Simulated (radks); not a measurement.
Question: The tellurium ion Te4+, [Kr] 4d10 5s2. Method: non-relativistic Kohn-Sham, LDA (Slater exchange, Perdew-Wang correlation), spin-polarised, spherical densities, point nucleus; computed with a radial shooting solver on a logarithmic mesh with Libxc functionals. Every spin shell is full or empty, so the densities are truly spherical. Functionals are evaluated on that one density, not self-consistently. Rank these orbital-free kinetic functionals by their error against the exact value of the orbitals, and give that value: Thomas-Fermi, von Weizsacker, TF + vW, TF + vW/9, TF + vW/5, LC94, APBEK, Perdew 92, Thakkar, Pearson, LKT, DePristo-Kress, Ernzerhof.

Answer: Exact: 6601.76 hartree. From best to worst, with 100 (|E| - |E exact|)/|E exact| (equal figures are ties): LC94 +0.06, DePristo-Kress -0.11, APBEK +0.11, Ernzerhof -0.41, Thakkar -0.59, Perdew 92 -0.67, TF + vW/9 -0.68, Pearson -0.91, TF + vW/5 +2.97, Thomas-Fermi -5.24, LKT +18.89, TF + vW +35.78, von Weizsacker -58.98.
